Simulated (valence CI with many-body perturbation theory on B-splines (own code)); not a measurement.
**Gd⁵⁶⁺: E2, E3, M1, M2 decay**

Level of theory: relativistic CI+MBPT: six valence electrons over a frozen Dirac-Fock core [He], radial functions for each j: 9 s, 9 p, 8 d, 6 f, 3 g, 1 h, with the one-electron correlation potential Σ1, the two-electron term Σ2, the three-electron term Σ3, Breit, model QED; selected CI, second order for the rest, scaled by the run's own slope (own B-spline code, finite nucleus).

No measured spectrum was set against this ion. As an estimate, large intervals hold to a few tenths of a per cent, small ones and those within an open d or f shell to about a per cent. Among the levels kept, up to 2100 cm⁻¹ of a level comes from second order outside the variational space, and about a tenth of that is noise between levels of different J, which matters for small intervals.

Lines 1 to 47 of 47 in falling wavelength, among levels below 7542.8 eV, chosen from the decays that carry over 1 % of a level's rate. Wavelengths and rates use the calculated energies. Electric multipoles are in the length gauge with retardation, E1 and E2 with the static RPA response of the core. M1 uses the relativistic operator with retardation. Weak lines are less certain than strong ones. Lines between different terms over intervals too small for the method are left out, as are lines whose strength nearly cancels.

Levels are named by their leading jj configuration (3d3/2^4 stands for four electrons in 3d with j = 3/2), which in mixed levels can hold well under half, so a name can repeat and another be missing. Letters in brackets count levels of one name in rising energy.

```tsv
λ vac (Å)	Upper	Lower	Type	A (s⁻¹)	Branch %
253.0	(2s^2 2p1/2^2 2p3/2^2) J=0	(2s^2 2p1/2^2 2p3/2^2) J=2	E2	5.34e+01	100.0
18.48	(2s^2 2p1/2 2p3/2^3) J=1	(2s^2 2p1/2^2 2p3/2^2) J=0	M1	9.96e+08	25.2
17.23	(2s^2 2p1/2 2p3/2^3) J=1	(2s^2 2p1/2^2 2p3/2^2) J=2	M1	2.94e+09	74.6
16.80	(2s^2 2p1/2 2p3/2^3) J=2	(2s^2 2p1/2^2 2p3/2^2) J=2	M1	1.78e+09	99.2
16.39	(2s^2 2p3/2^4) J=0	(2s^2 2p1/2 2p3/2^3) J=1	M1	7.60e+09	64.2
1.923	(2s^2 2p1/2^2 2p3/2 3p1/2) J=2	(2s^2 2p1/2^2 2p3/2^2) J=0	E2	1.93e+11	19.5
1.919	(2s^2 2p1/2 2p3/2^2 3p1/2) J=1 [a]	(2s^2 2p1/2 2p3/2^3) J=2	E2	1.08e+11	32.6
1.917	(2s^2 2p1/2 2p3/2^2 3p1/2) J=2 [a]	(2s^2 2p1/2 2p3/2^3) J=2	E2	1.37e+10	2.4
1.914	(2s^2 2p1/2 2p3/2^2 3p1/2) J=1 [a]	(2s^2 2p1/2 2p3/2^3) J=1	E2	1.07e+11	32.2
1.914	(2s^2 2p1/2 2p3/2^2 3p1/2) J=1 [a]	(2s^2 2p1/2 2p3/2^3) J=1	M1	8.85e+09	2.7
1.912	(2s^2 2p1/2 2p3/2^2 3p1/2) J=3	(2s^2 2p1/2 2p3/2^3) J=2	E2	6.17e+11	78.0
1.912	(2s^2 2p1/2 2p3/2^2 3p1/2) J=2 [a]	(2s^2 2p1/2 2p3/2^3) J=1	E2	5.05e+11	88.7
1.909	(2s^2 2p1/2^2 2p3/2 3p1/2) J=1	(2s^2 2p1/2^2 2p3/2^2) J=2	E2	5.38e+11	84.6
1.909	(2s^2 2p1/2^2 2p3/2 3p1/2) J=1	(2s^2 2p1/2^2 2p3/2^2) J=2	M1	8.81e+09	1.4
1.908	(2s^2 2p1/2^2 2p3/2 3p1/2) J=2	(2s^2 2p1/2^2 2p3/2^2) J=2	E2	7.26e+11	73.3
1.907	(2s^2 2p1/2 2p3/2^2 3p1/2) J=3	(2s^2 2p1/2 2p3/2^3) J=1	E2	1.02e+11	12.9
1.903	(2s^2 2p1/2 2p3/2^2 3p1/2) J=2 [b]	(2s^2 2p1/2 2p3/2^3) J=2	E2	3.41e+11	22.3
1.900	(2s^2 2p1/2 2p3/2^2 3p1/2) J=1 [b]	(2s^2 2p1/2 2p3/2^3) J=2	E2	2.85e+11	37.8
1.898	(2s^2 2p1/2 2p3/2^2 3p1/2) J=2 [b]	(2s^2 2p1/2 2p3/2^3) J=1	E2	5.96e+10	3.9
1.895	(2s^2 2p1/2 2p3/2^2 3p1/2) J=1 [b]	(2s^2 2p1/2 2p3/2^3) J=1	E2	2.86e+11	38.0
1.889	(2s^2 2p1/2 2p3/2^2 3p1/2) J=0	(2s^2 2p1/2 2p3/2^3) J=2	E2	5.64e+11	39.2
1.859	(2s^2 2p1/2 2p3/2^2 3p3/2) J=0	(2s^2 2p1/2 2p3/2^3) J=2	E2	1.50e+11	14.5
1.858	(2s^2 2p1/2 2p3/2^2 3p3/2) J=3 [a]	(2s^2 2p1/2 2p3/2^3) J=2	E2	1.23e+11	3.6
1.857	(2s^2 2p1/2^2 2p3/2 3p3/2) J=2	(2s^2 2p1/2^2 2p3/2^2) J=0	E2	2.14e+11	26.5
1.855	(2s^2 2p1/2 2p3/2^2 3p3/2) J=1 [a]	(2s^2 2p1/2 2p3/2^3) J=2	E2	3.45e+10	1.3
1.853	(2s^2 2p1/2 2p3/2^2 3p3/2) J=4	(2s^2 2p1/2 2p3/2^3) J=2	E2	1.93e+11	17.4
1.853	(2s^2 2p1/2 2p3/2^2 3p3/2) J=3 [a]	(2s^2 2p1/2 2p3/2^3) J=1	E2	5.40e+10	1.6
1.853	(2s^2 2p1/2 2p3/2^2 3p3/2) J=3 [b]	(2s^2 2p1/2 2p3/2^3) J=2	E2	9.60e+10	4.4
1.850	(2s^2 2p1/2 2p3/2^2 3p3/2) J=1 [a]	(2s^2 2p1/2 2p3/2^3) J=1	E2	1.49e+11	5.5
1.850	(2s^2 2p1/2^2 2p3/2 3p3/2) J=3	(2s^2 2p1/2^2 2p3/2^2) J=2	E2	4.00e+11	46.0
1.850	(2s^2 2p1/2^2 2p3/2 3p3/2) J=1	(2s^2 2p1/2^2 2p3/2^2) J=2	E2	4.12e+11	45.0
1.848	(2s^2 2p1/2 2p3/2^2 3p3/2) J=1 [b]	(2s^2 2p1/2 2p3/2^3) J=2	E2	3.03e+11	1.4
1.848	(2s^2 2p1/2 2p3/2^2 3p3/2) J=3 [b]	(2s^2 2p1/2 2p3/2^3) J=1	E2	1.07e+11	4.9
1.843	(2s^2 2p1/2 2p3/2^2 3p3/2) J=2 [c]	(2s^2 2p1/2 2p3/2^3) J=2	E2	4.60e+11	7.9
1.843	(2s^2 2p1/2 2p3/2^2 3p3/2) J=1 [b]	(2s^2 2p1/2 2p3/2^3) J=1	E2	2.35e+11	1.1
1.839	(2s^2 2p1/2 2p3/2^2 3p3/2) J=2 [c]	(2s^2 2p1/2 2p3/2^3) J=1	E2	1.65e+11	2.8
1.838	(2s^2 2p1/2^2 2p3/2 3p3/2) J=0	(2s^2 2p1/2^2 2p3/2^2) J=2	E2	1.07e+12	49.1
1.808	(2s^2 2p1/2^2 2p3/2 3d5/2) J=4	(2s^2 2p1/2^2 2p3/2^2) J=2	M2	2.01e+10	28.7
1.808	(2s^2 2p1/2^2 2p3/2 3d5/2) J=4	(2s^2 2p1/2^2 2p3/2^2) J=2	E3	1.45e+09	2.1
1.674	(2s^2 2p1/2 2p3/2^2 3p3/2) J=0	(2s^2 2p1/2^2 2p3/2^2) J=2	E2	4.49e+11	43.3
1.673	(2s^2 2p1/2 2p3/2^2 3p3/2) J=3 [a]	(2s^2 2p1/2^2 2p3/2^2) J=2	E2	2.70e+11	8.0
1.672	(2s^2 2p1/2 2p3/2^2 3p3/2) J=2 [c]	(2s^2 2p1/2^2 2p3/2^2) J=0	E2	8.90e+10	1.5
1.671	(2s^2 2p1/2 2p3/2^2 3p3/2) J=1 [a]	(2s^2 2p1/2^2 2p3/2^2) J=2	E2	2.91e+11	10.7
1.669	(2s^2 2p1/2 2p3/2^2 3p3/2) J=4	(2s^2 2p1/2^2 2p3/2^2) J=2	E2	5.02e+11	45.3
1.669	(2s^2 2p1/2 2p3/2^2 3p3/2) J=3 [b]	(2s^2 2p1/2^2 2p3/2^2) J=2	E2	2.02e+11	9.4
1.668	(2s^2 2p1/2 2p3/2^2 3p3/2) J=2 [d]	(2s^2 2p1/2^2 2p3/2^2) J=0	E2	3.69e+11	5.3
1.661	(2s^2 2p1/2 2p3/2^2 3p3/2) J=2 [c]	(2s^2 2p1/2^2 2p3/2^2) J=2	E2	1.98e+11	3.4
```
